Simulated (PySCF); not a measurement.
SMILES [Ge]([GeH3])([GeH3])([GeH3])[F] (H9FGe4), singlet at its B3LYP/def2-SVP optimised geometry (Å):

```
14

F     -2.9054     0.3295     1.8754
Ge    -1.1371     0.2169     1.9979
Ge    -0.3079     1.3904     0.0000
Ge    -0.5883     1.3471     4.1139
Ge    -0.6729    -2.1995     2.0041
H      1.2370     1.3904     0.0000
H     -0.8067     2.8501     0.0000
H     -0.8063     0.6852    -1.2782
H     -1.0701     2.8119     4.0752
H     -1.2651     0.6220     5.2954
H      0.9416     1.3300     4.3280
H     -1.3190    -2.8636     3.2375
H     -1.2370    -2.8501     0.7244
H      0.8533    -2.4335     2.0534
```

Level of theory: PySCF with B3LYP/def2-TZVP.

Map of the deformation density (molecule minus spherical neutral atoms) (e/bohr³) on the plane z = 0.6 Å:

```
|111111111111111111111111111|
|111111111111111111111111111|
|111111111111111111111111111|
|111111111100001111111111111|
|111111111000000011111111111|
|111111110001100001111111111|
|111111100013210000111111111|
|111111000024300000011111111|
|111111000012100110011111111|
|111111000012111420001111111|
|111111000034212320001111111|
|111111000146421110011111111|
|111111100024310000011111111|
|111111100011100000111111111|
|111111000000000001111111111|
|111111000000000001111111111|
|111111000000000001111111111|
|111111000000000001111111111|
|111111000111000001111111111|
|111111000243100001111111111|
|111111000395100001111111111|
|111111100142100011111111111|
|111111100001000011111111111|
|111111110000000111111111111|
|111111111100111111111111111|
|111111111111111111111111111|
|111111111111111111111111111|
```
Scale: ten equal steps from -0.005 (start of '0') to 0.037 (end of '9'), in the order '0123456789'; x runs from -5.00 to 5.00, y from -5.00 (bottom) to 5.00 (top).
